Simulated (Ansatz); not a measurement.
Stepwise reaction of `CB(C)N` with ammonia, as a gas-phase model of exchange steps in deposition or etching. ΔE in kJ/mol.

Calculated with Ansatz (gas phase, PBE0-D4/def2-TZVP geometries, no zero-point term in ΔE). CCSD(T)/CBS adds triple-zeta CCSD(T) − MP2 to the extrapolated MP2 energy (def2 sets, frozen cores). This one scheme is used for every species. DFT in def2-TZVPP. B3LYP here is the variant with VWN-RPA as its local correlation; programs differ in this. Each species was taken in one conformer, which may not be the lowest.

```json
{"step": "1", "reaction": "`CB(C)N` + NH₃ → `CB(N)N` + CH₄", "PBE-D4": "-87.3", "B3LYP-D4": "-93.4", "ωB97M-V": "-90.7", "CCSD(T)/CBS": "-88.3"}
{"step": "2", "reaction": "`CB(N)N` + NH₃ → `NB(N)N` + CH₄", "PBE-D4": "-65.9", "B3LYP-D4": "-73.3", "ωB97M-V": "-71.0", "CCSD(T)/CBS": "-69.6"}
```

Problem. By hand: ΔE of the 2 steps together at CCSD(T)/CBS.

Solution. (-88.3) + (-69.6) = -157.9 kJ/mol, or -78.9 kJ/mol a step.

In ΔE each step is higher than the one before. All are downhill at CCSD(T)/CBS. PBE-D4 differs from CCSD(T)/CBS by 1.0 to 3.7 kJ/mol a step. Isolated molecules leave out the surface, adducts and barriers. Largest T1 diagnostic: 0.010.
